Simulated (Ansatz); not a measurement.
Here is a job for Ansatz (a first-principles code).
Ansatz 0.2 input:
```yaml
crystal:
  periodic: [false, false, false]
  atoms:
    - {symbol: F, position_ang: [-0.00000000, -0.00000000, -0.10443316]}
    - {symbol: H, position_ang: [0.00000000, 0.00000000, 0.93989843]}
basis:
  gaussian:
    orbitals: 6-31G__.json
total_charge: 1
magnetization: {spin_polarized: true, initial_magnetization: 1}
correlation: {method: ccsd_t, electrons: outside_noble_gas}
accuracy: high
```
The basis file holds 6-31G** in the JSON format of the Basis Set Exchange.

Q: What MP2 correlation energy does CCSD(T)/6-31G** (Ansatz) give?

A: -0.1303 Eh

Q: What number of basis functions does CCSD(T)/6-31G** give?

A: 20

Q: What coupled-cluster correlation energy (without the perturbative part) does CCSD(T)/6-31G** give?

A: -0.1424 Eh

Q: Predict the total energy from CCSD(T)/6-31G**.

A: -99.6392 Eh
